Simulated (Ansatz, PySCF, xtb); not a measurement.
Complex: CH2O (SMILES C=O) (first 4 atoms) with CH5N (SMILES CN); geometry from B3LYP-D3(BJ)/def2-TZVP, rigid monomers moved along the line of their centres of mass till C1···N6 is 3.08 Å.
(charge 0, multiplicity 1):
```xyz
11

C      0.0863     0.2910     0.7428
O     -0.3281    -0.8312     0.6077
H      1.1456     0.5068     0.9673
H     -0.5563     1.1783     0.6011
C      0.2625    -0.4637     4.2777
N     -0.2303     0.8141     3.7593
H      1.3524    -0.4373     4.3131
H     -0.0240    -1.2596     3.5898
H     -0.1059    -0.7187     5.2783
H      0.0872     1.5885     4.3296
H     -1.2432     0.8348     3.7605
```

Counterpoise-corrected where a basis set is named; no monomer relaxation. Rows marked so take none.

Rows in 6-31G* carry no dispersion term and start afresh at each structure (6-31G* with six Cartesian d functions).

Codes used: Ansatz (a program for electronic structure) with Gaussian orbitals; PySCF for 6-31G* rows, the dispersion terms; xtb for the GFN methods. Values without a source in brackets are computed.

Question: One of these levels gives -2.37 kcal/mol for the interaction energy. Name it.
A) BP86/6-31G* (no counterpoise)
B) GFN1-xTB
C) PBE-D3(BJ)/def2-TZVPPD
D) B3LYP/6-31G* (no counterpoise)

Answer: B, GFN1-xTB. The others give -4.44 (PBE-D3(BJ)/def2-TZVPPD), -3.54 (BP86/6-31G* (no counterpoise)), -3.85 (B3LYP/6-31G* (no counterpoise))
